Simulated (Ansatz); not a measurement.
Start from `FC/C=C/[SiH3]` and change one element to get `[SiH3]/C=C\CCl`.

Ansatz, PBE0-D4/def2-TZVP geometries, multiplicity 1. Each molecule was computed in one conformer, which needn't be the lowest.

```
                             property  `FC/C=C/[SiH3]`
    LUMO energy (PBE/def2-TZVPP) / eV            -1.42
 HOMO–LUMO gap (PBE0/def2-TZVPP) / eV             7.38
  HOMO–LUMO gap (PBE/def2-TZVPP) / eV             5.25
    HOMO energy (PBE/def2-TZVPP) / eV            -6.66
HOMO–LUMO gap (B3LYP/def2-TZVPP) / eV             6.95
   HOMO energy (PBE0/def2-TZVPP) / eV            -7.80
```

(1) Give the same properties after the change, and the shifts. (Estimate.)

Results:

(1) The calculation gave: 
```csv
property,`[SiH3]/C=C\CCl`,shift
LUMO energy (PBE/def2-TZVPP) / eV,-1.90,-0.48
HOMO–LUMO gap (PBE0/def2-TZVPP) / eV,7.04,-0.34
HOMO–LUMO gap (PBE/def2-TZVPP) / eV,4.90,-0.35
HOMO energy (PBE/def2-TZVPP) / eV,-6.80,-0.14
HOMO–LUMO gap (B3LYP/def2-TZVPP) / eV,6.61,-0.34
HOMO energy (PBE0/def2-TZVPP) / eV,-7.95,-0.15
```

With PBE0 the HOMO falls by 0.15 eV and the LUMO falls by 0.49 eV, so the gap narrows by about 0.34 eV. PBE moves the HOMO by -0.14 eV and ωB97M-V by -0.13 eV.

B3LYP here is the variant with VWN-RPA as its local correlation; programs differ in this.
